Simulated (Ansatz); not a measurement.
B(Me)3 cation (C3H9B), SMILES CB(C)C (connectivity only; charge and spin as stated), charge +1, multiplicity 2.

Geometry: PBE0-D3(BJ)/def2-SVP. The spin state was assumed, not searched. The isomer is the one that the SMILES or the coordinates give; other isomers of the formula were not compared.

Two levels are set side by side: PBE/def2-SVPD (Ansatz, a quantum-chemistry and plane-wave program) and PBE0/def2-SVPD (Ansatz). Energy differences of separate SCF runs at the same geometry; the states with an electron removed or added have multiplicity 1 and 1. Differences are taken from unrounded values.

| quantity | PBE0 | PBE | PBE minus PBE0 |
|---|---|---|---|
| vertical ionisation energy (eV) | 16.32 | 15.94 | -0.38 |
| vertical electron affinity (eV) | 8.61 | 8.45 | -0.16 |
